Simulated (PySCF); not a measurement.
# [Pr(NH2)4]−: one run

[Pr(NH2)4]− (singlet in the valence; each metal's 4f electrons, 2 of them, lie in its core potential, out of spins and levels). PySCF 2.14.0, RHF HF, Pr lcecp-1-SVP with ECP48, N def2-SVP, H def2-SVP; non-relativistic Hamiltonian with scalar-relativistic core potentials where named; density fitting; no spin-orbit coupling. Purpose: level HF.

```python
mol = gto.M(atom='''
Pr     0.00017    -0.00000    -0.00000
N      1.41394     1.38127     1.27524
H      2.28057     1.04927     1.70471
H      1.38743     2.38362     1.46755
N     -1.41357    -1.27540     1.38115
H     -1.38884    -1.46719     2.38317
H     -2.27962    -1.70518     1.04820
N      1.41394    -1.38127    -1.27524
H      1.38743    -2.38362    -1.46755
H      2.28057    -1.04927    -1.70471
N     -1.41357     1.27540    -1.38115
H     -2.27962     1.70518    -1.04820
H     -1.38884     1.46719    -2.38317''',
    basis={'Pr': 'lcecp-1-SVP', 'N': 'def2-SVP', 'H': 'def2-SVP'},
    ecp={'Pr': 'lcecp-1-SVP'},
    charge=-1, spin=0)
mf = scf.RHF(mol)
mf = mf.density_fit()  # fitting sets: Pr AutoAux, N def2-universal-JKFIT, H def2-universal-JKFIT
mf.conv_tol = 1e-08; mf.max_cycle = 55
mf.kernel(dm0)  # dm0: converged density of the relaxed state
mf.nuc_grad_method().kernel()
```

Run from Python with OMP_NUM_THREADS=2; the lines above give its settings. Where DIIS fails, smearing, a level shift and second-order steps follow.
It took 4.7 s on 2 threads of Arm Neoverse V1, on a shared host, from an already converged density.

Problem. Where do the frontier levels lie, over both spins?

Solution. HOMO -4.57 eV, LUMO 5.20 eV. The 4f levels lie in the core potential and are missing.

Problem. What are the Mulliken charges and spins?

Solution. 
```csv
atom,charge (e),spin (e)
Pr1,1.264,0.000
N2,-0.710,0.000
H3,0.073,0.000
H4,0.071,0.000
N5,-0.710,0.000
H6,0.071,0.000
H7,0.073,0.000
N8,-0.710,0.000
H9,0.071,0.000
H10,0.073,0.000
N11,-0.710,0.000
H12,0.073,0.000
H13,0.071,0.000
```
The spin of the 4f electrons in the core isn't counted.

Problem. What forces act on the atoms (eV/Å)?

Solution. 
```
Pr   0.00  0.00  0.00
N    0.77  0.67  0.60
H   -0.47  0.21 -0.22
H    0.02 -0.56 -0.09
N   -0.77 -0.60  0.65
H   -0.02  0.09 -0.54
H    0.46  0.22  0.20
N    0.77 -0.67 -0.60
H    0.02  0.56  0.09
H   -0.47 -0.21  0.22
N   -0.77  0.60 -0.65
H    0.46 -0.22 -0.20
H   -0.02 -0.09  0.54
```


The geometry was relaxed with PBE0 (Pr lcecp-1-SVP with ECP48, N def2-SVP, H def2-SVP).

An lcecp potential fixes the number of 4f electrons, so in runs with it no electron can move into or out of that shell.
